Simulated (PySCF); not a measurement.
Simulation results for GeH2O

Calculation on a computer-drawn molecule: vertical ionisation energy to the stated ion spin, frozen-core CCSD(T) at the basis limit and cheaper methods, single-reference cases, UHF for radicals, no spin-orbit; all values are single points at the evaluated structure, the first of each entry, which is the reference or a displaced copy of it and isn't optimised; the reference structure only sets the zero of the energies above reference; triples share is (T) over the correlation energy; on germanium a core potential holds 10 electrons, which the energies leave out, and 3d is frozen in MP2 and coupled-cluster steps. Program: PySCF 2.14.0.

Common to all runs: charge 0; multiplicity 1; ion multiplicity 2; diffuse functions no; basis cc-pVnZ; basis and core potential on germanium cc-pVnZ-PP ECP10MDF; reference is the Hartree-Fock double-zeta minimum; best is HF at quadruple zeta + MP2 correlation extrapolated from triple and quadruple zeta + CCSD(T) minus MP2 at triple zeta; basis step is the size of the change from the same recipe one zeta lower.

```json
{"entry": 1, "formula": "GeH2O", "evaluated_structure": {"atoms_angstrom": [["O", -0.906, 2.1178, 0.9623], ["Ge", 0.5242, 3.281, 0.9562], ["H", -0.9195, 1.4492, 1.5708], ["H", 1.5205, 2.4233, 1.9478]]}, "reference_structure": {"atoms_angstrom": [["O", -0.8598, 2.1143, 0.9308], ["Ge", 0.5016, 3.2637, 0.9652], ["H", -0.7904, 1.3335, 1.4616], ["H", 1.4175, 2.441, 1.9942]]}, "given": {"drawn_bonds_atom": [1, 1, 2], "drawn_bonds_other_atom": [2, 3, 4], "drawn_bonds_order": [1, 1, 1]}, "results": {"ionisation_energy_best [eV]": 9.665, "ionisation_energy_basis_step [eV]": 0.0551, "energy_above_reference_best [kcal/mol]": 3.021, "energy_above_reference_basis_step [kcal/mol]": 0.04602, "triple_zeta_method": ["HF", "PBE", "r2SCAN", "B3LYP", "wB97X", "MP2", "CCSD", "CCSD(T)"], "triple_zeta_ionisation_energy [eV]": [8.729, 9.429, 9.474, 9.643, 9.73, 9.435, 9.538, 9.528], "triple_zeta_energy_above_reference [kcal/mol]": [3.58, 3.117, 3.787, 3.156, 3.72, 3.573, 3.358, 3.285], "ionisation_energy_Koopmans_at_triple_zeta [eV]": 9.57, "ionisation_energy_EOM_CCSD_at_triple_zeta [eV]": 9.643, "total_energy_HF_triple_zeta [hartree]": -369.4429, "total_energy_CCSD(T)_triple_zeta [hartree]": -369.8178, "total_energy_best [hartree]": -369.8727, "T1_diagnostic_at_triple_zeta": 0.01864, "D1_diagnostic_at_triple_zeta": 0.05299, "ion_T1_diagnostic_at_triple_zeta": 0.02852, "ion_D1_diagnostic_at_triple_zeta": 0.0769, "ion_spin_squared_at_triple_zeta": 0.7927, "triples_share_at_triple_zeta": 0.03559, "basis_functions_triple_zeta": 97, "dipole_magnitude_HF_at_triple_zeta [debye]": 1.387, "dipole_magnitude_CCSD_unrelaxed_at_triple_zeta [debye]": 1.147, "dipole_magnitude_PBE_at_triple_zeta [debye]": 0.9303, "dipole_magnitude_r2SCAN_at_triple_zeta [debye]": 1.01, "dipole_magnitude_B3LYP_at_triple_zeta [debye]": 1.011, "dipole_magnitude_wB97X_at_triple_zeta [debye]": 1.118}}
{"entry": 2, "formula": "GeH2O", "evaluated_structure": {"atoms_angstrom": [["O", -0.9186, 2.0556, 0.9832], ["Ge", 0.4352, 3.2984, 0.9457], ["H", -0.7807, 1.3113, 1.4564], ["H", 1.5752, 2.2872, 2.1023]]}, "reference_structure": {"atoms_angstrom": [["O", -0.8598, 2.1143, 0.9308], ["Ge", 0.5016, 3.2637, 0.9652], ["H", -0.7904, 1.3335, 1.4616], ["H", 1.4175, 2.441, 1.9942]]}, "given": {"drawn_bonds_atom": [1, 1, 2], "drawn_bonds_other_atom": [2, 3, 4], "drawn_bonds_order": [1, 1, 1]}, "results": {"ionisation_energy_best [eV]": 9.555, "ionisation_energy_basis_step [eV]": 0.05532, "energy_above_reference_best [kcal/mol]": 11.93, "energy_above_reference_basis_step [kcal/mol]": 0.09358, "triple_zeta_method": ["HF", "PBE", "r2SCAN", "B3LYP", "wB97X", "MP2", "CCSD", "CCSD(T)"], "triple_zeta_ionisation_energy [eV]": [8.496, 9.294, 9.314, 9.478, 9.547, 9.296, 9.418, 9.414], "triple_zeta_energy_above_reference [kcal/mol]": [13.83, 10.34, 12.31, 11.25, 12.95, 13.4, 12.41, 12.1], "ionisation_energy_Koopmans_at_triple_zeta [eV]": 9.517, "ionisation_energy_EOM_CCSD_at_triple_zeta [eV]": 9.527, "total_energy_HF_triple_zeta [hartree]": -369.4265, "total_energy_CCSD(T)_triple_zeta [hartree]": -369.8037, "total_energy_best [hartree]": -369.8585, "T1_diagnostic_at_triple_zeta": 0.01961, "D1_diagnostic_at_triple_zeta": 0.05336, "ion_T1_diagnostic_at_triple_zeta": 0.0302, "ion_D1_diagnostic_at_triple_zeta": 0.07107, "ion_spin_squared_at_triple_zeta": 0.8212, "triples_share_at_triple_zeta": 0.03639, "basis_functions_triple_zeta": 97, "dipole_magnitude_HF_at_triple_zeta [debye]": 0.8024, "dipole_magnitude_CCSD_unrelaxed_at_triple_zeta [debye]": 0.5327, "dipole_magnitude_PBE_at_triple_zeta [debye]": 0.3109, "dipole_magnitude_r2SCAN_at_triple_zeta [debye]": 0.3469, "dipole_magnitude_B3LYP_at_triple_zeta [debye]": 0.5433, "dipole_magnitude_wB97X_at_triple_zeta [debye]": 0.6019}}
{"entry": 3, "formula": "GeH2O", "evaluated_structure": {"atoms_angstrom": [["O", -0.834, 2.0931, 0.8656], ["Ge", 0.5096, 3.3302, 0.929], ["H", -0.8265, 1.3708, 1.3835], ["H", 1.4197, 2.4353, 1.9919]]}, "reference_structure": {"atoms_angstrom": [["O", -0.8598, 2.1143, 0.9308], ["Ge", 0.5016, 3.2637, 0.9652], ["H", -0.7904, 1.3335, 1.4616], ["H", 1.4175, 2.441, 1.9942]]}, "given": {"drawn_bonds_atom": [1, 1, 2], "drawn_bonds_other_atom": [2, 3, 4], "drawn_bonds_order": [1, 1, 1]}, "results": {"ionisation_energy_best [eV]": 9.722, "ionisation_energy_basis_step [eV]": 0.05296, "energy_above_reference_best [kcal/mol]": 4.313, "energy_above_reference_basis_step [kcal/mol]": 0.2146, "triple_zeta_method": ["HF", "PBE", "r2SCAN", "B3LYP", "wB97X", "MP2", "CCSD", "CCSD(T)"], "triple_zeta_ionisation_energy [eV]": [8.79, 9.466, 9.516, 9.684, 9.776, 9.502, 9.598, 9.586], "triple_zeta_energy_above_reference [kcal/mol]": [4.252, 4.627, 4.987, 4.435, 4.816, 5.027, 4.649, 4.69], "ionisation_energy_Koopmans_at_triple_zeta [eV]": 9.646, "ionisation_energy_EOM_CCSD_at_triple_zeta [eV]": 9.699, "total_energy_HF_triple_zeta [hartree]": -369.4418, "total_energy_CCSD(T)_triple_zeta [hartree]": -369.8155, "total_energy_best [hartree]": -369.8707, "T1_diagnostic_at_triple_zeta": 0.01834, "D1_diagnostic_at_triple_zeta": 0.05211, "ion_T1_diagnostic_at_triple_zeta": 0.02891, "ion_D1_diagnostic_at_triple_zeta": 0.07366, "ion_spin_squared_at_triple_zeta": 0.8001, "triples_share_at_triple_zeta": 0.03522, "basis_functions_triple_zeta": 97, "dipole_magnitude_HF_at_triple_zeta [debye]": 1.2, "dipole_magnitude_CCSD_unrelaxed_at_triple_zeta [debye]": 0.9736, "dipole_magnitude_PBE_at_triple_zeta [debye]": 0.7519, "dipole_magnitude_r2SCAN_at_triple_zeta [debye]": 0.8266, "dipole_magnitude_B3LYP_at_triple_zeta [debye]": 0.8439, "dipole_magnitude_wB97X_at_triple_zeta [debye]": 0.9424}}
{"entry": 4, "formula": "GeH2O", "evaluated_structure": {"atoms_angstrom": [["O", -0.867, 2.0008, 1.0446], ["Ge", 0.5026, 3.2663, 0.9077], ["H", -0.6606, 1.4059, 1.3468], ["H", 1.3806, 2.4582, 1.9874]]}, "reference_structure": {"atoms_angstrom": [["O", -0.8598, 2.1143, 0.9308], ["Ge", 0.5016, 3.2637, 0.9652], ["H", -0.7904, 1.3335, 1.4616], ["H", 1.4175, 2.441, 1.9942]]}, "given": {"drawn_bonds_atom": [1, 1, 2], "drawn_bonds_other_atom": [2, 3, 4], "drawn_bonds_order": [1, 1, 1]}, "results": {"ionisation_energy_best [eV]": 9.954, "ionisation_energy_basis_step [eV]": 0.05458, "energy_above_reference_best [kcal/mol]": 82.87, "energy_above_reference_basis_step [kcal/mol]": 1.185, "triple_zeta_method": ["HF", "PBE", "r2SCAN", "B3LYP", "wB97X", "MP2", "CCSD", "CCSD(T)"], "triple_zeta_ionisation_energy [eV]": [9.053, 9.696, 9.763, 9.932, 10.03, 9.74, 9.837, 9.822], "triple_zeta_energy_above_reference [kcal/mol]": [80.07, 85.8, 84.23, 83.56, 84.05, 85.01, 83.81, 84.31], "ionisation_energy_Koopmans_at_triple_zeta [eV]": 9.884, "ionisation_energy_EOM_CCSD_at_triple_zeta [eV]": 9.944, "total_energy_HF_triple_zeta [hartree]": -369.3210, "total_energy_CCSD(T)_triple_zeta [hartree]": -369.6886, "total_energy_best [hartree]": -369.7455, "T1_diagnostic_at_triple_zeta": 0.01807, "D1_diagnostic_at_triple_zeta": 0.05174, "ion_T1_diagnostic_at_triple_zeta": 0.02945, "ion_D1_diagnostic_at_triple_zeta": 0.0841, "ion_spin_squared_at_triple_zeta": 0.792, "triples_share_at_triple_zeta": 0.03379, "basis_functions_triple_zeta": 97, "dipole_magnitude_HF_at_triple_zeta [debye]": 1.752, "dipole_magnitude_CCSD_unrelaxed_at_triple_zeta [debye]": 1.463, "dipole_magnitude_PBE_at_triple_zeta [debye]": 1.19, "dipole_magnitude_r2SCAN_at_triple_zeta [debye]": 1.276, "dipole_magnitude_B3LYP_at_triple_zeta [debye]": 1.372, "dipole_magnitude_wB97X_at_triple_zeta [debye]": 1.476}}
{"entry": 5, "formula": "GeH2O", "evaluated_structure": {"atoms_angstrom": [["O", -0.8561, 2.1226, 0.9411], ["Ge", 0.5046, 3.2608, 0.9619], ["H", -0.7934, 1.4083, 1.4119], ["H", 1.411, 2.4422, 2.0054]]}, "reference_structure": {"atoms_angstrom": [["O", -0.8598, 2.1143, 0.9308], ["Ge", 0.5016, 3.2637, 0.9652], ["H", -0.7904, 1.3335, 1.4616], ["H", 1.4175, 2.441, 1.9942]]}, "given": {"drawn_bonds_atom": [1, 1, 2], "drawn_bonds_other_atom": [2, 3, 4], "drawn_bonds_order": [1, 1, 1]}, "results": {"ionisation_energy_best [eV]": 9.582, "ionisation_energy_basis_step [eV]": 0.04657, "energy_above_reference_best [kcal/mol]": 7.992, "energy_above_reference_basis_step [kcal/mol]": 0.3943, "triple_zeta_method": ["HF", "PBE", "r2SCAN", "B3LYP", "wB97X", "MP2", "CCSD", "CCSD(T)"], "triple_zeta_ionisation_energy [eV]": [8.645, 9.376, 9.416, 9.585, 9.662, 9.35, 9.455, 9.452], "triple_zeta_energy_above_reference [kcal/mol]": [5.637, 9.138, 8.135, 8.154, 7.793, 8.388, 7.884, 8.225], "ionisation_energy_Koopmans_at_triple_zeta [eV]": 9.472, "ionisation_energy_EOM_CCSD_at_triple_zeta [eV]": 9.564, "total_energy_HF_triple_zeta [hartree]": -369.4396, "total_energy_CCSD(T)_triple_zeta [hartree]": -369.8099, "total_energy_best [hartree]": -369.8648, "T1_diagnostic_at_triple_zeta": 0.01692, "D1_diagnostic_at_triple_zeta": 0.04724, "ion_T1_diagnostic_at_triple_zeta": 0.02519, "ion_D1_diagnostic_at_triple_zeta": 0.06616, "ion_spin_squared_at_triple_zeta": 0.7868, "triples_share_at_triple_zeta": 0.03425, "basis_functions_triple_zeta": 97, "dipole_magnitude_HF_at_triple_zeta [debye]": 1.256, "dipole_magnitude_CCSD_unrelaxed_at_triple_zeta [debye]": 1.081, "dipole_magnitude_PBE_at_triple_zeta [debye]": 0.9297, "dipole_magnitude_r2SCAN_at_triple_zeta [debye]": 0.9954, "dipole_magnitude_B3LYP_at_triple_zeta [debye]": 0.9427, "dipole_magnitude_wB97X_at_triple_zeta [debye]": 1.039}}
{"entry": 6, "formula": "GeH2O", "evaluated_structure": {"atoms_angstrom": [["O", -0.8447, 2.1981, 0.933], ["Ge", 0.4684, 3.3226, 0.9341], ["H", -0.7417, 1.3937, 1.4862], ["H", 1.4262, 2.4047, 2.0065]]}, "reference_structure": {"atoms_angstrom": [["O", -0.8598, 2.1143, 0.9308], ["Ge", 0.5016, 3.2637, 0.9652], ["H", -0.7904, 1.3335, 1.4616], ["H", 1.4175, 2.441, 1.9942]]}, "given": {"drawn_bonds_atom": [1, 1, 2], "drawn_bonds_other_atom": [2, 3, 4], "drawn_bonds_order": [1, 1, 1]}, "results": {"ionisation_energy_best [eV]": 9.451, "ionisation_energy_basis_step [eV]": 0.0422, "energy_above_reference_best [kcal/mol]": 2.849, "energy_above_reference_basis_step [kcal/mol]": 0.04793, "triple_zeta_method": ["HF", "PBE", "r2SCAN", "B3LYP", "wB97X", "MP2", "CCSD", "CCSD(T)"], "triple_zeta_ionisation_energy [eV]": [8.493, 9.233, 9.266, 9.427, 9.503, 9.234, 9.323, 9.322], "triple_zeta_energy_above_reference [kcal/mol]": [2.782, 1.725, 1.935, 2.148, 2.196, 2.794, 2.63, 2.605], "ionisation_energy_Koopmans_at_triple_zeta [eV]": 9.357, "ionisation_energy_EOM_CCSD_at_triple_zeta [eV]": 9.425, "total_energy_HF_triple_zeta [hartree]": -369.4441, "total_energy_CCSD(T)_triple_zeta [hartree]": -369.8188, "total_energy_best [hartree]": -369.8730, "T1_diagnostic_at_triple_zeta": 0.01727, "D1_diagnostic_at_triple_zeta": 0.04719, "ion_T1_diagnostic_at_triple_zeta": 0.02628, "ion_D1_diagnostic_at_triple_zeta": 0.06269, "ion_spin_squared_at_triple_zeta": 0.8057, "triples_share_at_triple_zeta": 0.0354, "basis_functions_triple_zeta": 97, "dipole_magnitude_HF_at_triple_zeta [debye]": 0.8445, "dipole_magnitude_CCSD_unrelaxed_at_triple_zeta [debye]": 0.7675, "dipole_magnitude_PBE_at_triple_zeta [debye]": 0.6948, "dipole_magnitude_r2SCAN_at_triple_zeta [debye]": 0.7363, "dipole_magnitude_B3LYP_at_triple_zeta [debye]": 0.6226, "dipole_magnitude_wB97X_at_triple_zeta [debye]": 0.689}}
```
